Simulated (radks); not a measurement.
Task: The mean radii <r> (bohr) of the occupied orbitals of an atom or ion are listed with their occupations. Method: Dirac Kohn-Sham, PBEsol, spin-unpolarised, spherical densities, finite nucleus; Fermi nuclear charge, rms radius of each element as measured or else 0.836 A^(1/3) + 0.57 fm; computed with a radial shooting solver on a logarithmic mesh with Libxc functionals.

| orbital | occ. | <r> |
|---|---|---|
| 1s1/2 | 2 | 0.03708 |
| 2s1/2 | 2 | 0.1624 |
| 2p1/2 | 2 | 0.1387 |
| 2p3/2 | 4 | 0.1431 |
| 3s1/2 | 2 | 0.4585 |
| 3p1/2 | 2 | 0.4550 |
| 3p3/2 | 4 | 0.4655 |
| 3d3/2 | 4 | 0.4502 |
| 3d5/2 | 6 | 0.4537 |
| 4s1/2 | 2 | 1.194 |
| 4p1/2 | 2 | 1.307 |
| 4p3/2 | 4 | 1.334 |
| 5s1/2 | 1 | 2.851 |

Name the element and its charge. Open shells, if any, are shared by 2j + 1.

Result: Z = 40, zirconium, charge +3: Zr3+ in [Kr] 5s1. The 1s radius gives Z: for a bare nucleus <r> = (2 gamma + 1)/(2Z) with gamma = sqrt(1 - (Z/c)^2), 0.03641 bohr for Z = 40, and screening makes it slightly larger (0.03708 here). The occupations add up to 37, and the charge is Z minus that.
